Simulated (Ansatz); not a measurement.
C₉H₁₅NO (relaxed from a model of N-butylpyridinium hydroxide, whose bonding it doesn't keep): single points at one geometry.

```yaml
crystal:
  periodic: [false, false, false]
  atoms:
    - {symbol: C, position_ang: [-3.829203, 0.939804, 0.812561]}
    - {symbol: C, position_ang: [-2.898050, -0.112061, 0.208388]}
    - {symbol: C, position_ang: [-1.413919, 0.234907, 0.354515]}
    - {symbol: C, position_ang: [-0.488552, -0.830305, -0.245468]}
    - {symbol: N, position_ang: [0.925638, -0.491161, -0.143318]}
    - {symbol: C, position_ang: [1.492681, 0.304442, -1.233584]}
    - {symbol: C, position_ang: [2.786659, 0.931264, -0.810054]}
    - {symbol: C, position_ang: [3.536001, 0.396433, 0.200998]}
    - {symbol: C, position_ang: [3.021285, -0.667381, 1.021919]}
    - {symbol: C, position_ang: [1.714276, -1.044712, 0.830513]}
    - {symbol: H, position_ang: [-3.639357, 1.070413, 1.898465]}
    - {symbol: H, position_ang: [-4.895532, 0.662250, 0.690544]}
    - {symbol: H, position_ang: [-3.684191, 1.930096, 0.332374]}
    - {symbol: H, position_ang: [-3.091526, -1.100023, 0.683796]}
    - {symbol: H, position_ang: [-3.136363, -0.249425, -0.870078]}
    - {symbol: H, position_ang: [-1.156408, 0.370360, 1.428101]}
    - {symbol: H, position_ang: [-1.210274, 1.214160, -0.133313]}
    - {symbol: H, position_ang: [-0.655802, -1.802339, 0.265360]}
    - {symbol: H, position_ang: [-0.728284, -0.998999, -1.316925]}
    - {symbol: H, position_ang: [0.738241, 1.067103, -1.526304]}
    - {symbol: H, position_ang: [3.150110, 1.773784, -1.416534]}
    - {symbol: H, position_ang: [4.532748, 0.812143, 0.421077]}
    - {symbol: H, position_ang: [3.620892, -1.130032, 1.815494]}
    - {symbol: H, position_ang: [1.220266, -1.799297, 1.463612]}
    - {symbol: O, position_ang: [1.638672, -0.475313, -2.431148]}
    - {symbol: H, position_ang: [2.449980, -1.006120, -2.300983]}
basis:
  gaussian: {orbitals: def2-SVP, initial_orbitals: start.molden}
hamiltonian: {xc: pbe0, dispersion: d4}
scf: {omitted_lower_state_checks: [starts]}
output: {orbitals: {seedname: orbitals}}
```

The file start.molden holds the orbitals of an earlier run on this structure, at another level or in another basis.

```sh
$ ansatz run in.yaml --threads 4 --pin off --events-out ev --progress --plain --max-ram 6963MiB
```

Output, abridged:

```
Functional definition: PBE0
2607 factors; their error is unknown
mean field evaluation 1: about -13089.2636 eV, gradient 9.4e0 eV
mean field evaluation 2: about -13089.4929 eV, gradient 1.6e-1 eV
mean field evaluation 4: about -13089.4378 eV, gradient 5.4e-4 eV
mean field -13089.43779741 eV, -481.0279667154 hartree, gradient 1.7e-5 eV, S^2 0.000000; 0 other end points of the search recorded, 0 dependent functions left out
reference -13089.43783517 eV, -481.0279681029 hartree; 42, 42 occupied and 187, 187 virtual orbitals, 2607 factors
Total energy: -13090.01831133 eV, -481.0493002081 hartree
Checks for a lower state left out: starts
```

It took 7 s on 4 threads of Arm Neoverse V1 on a shared host, peak host memory 1 GiB.

Geometry: PBE-D4/def2-SVP.
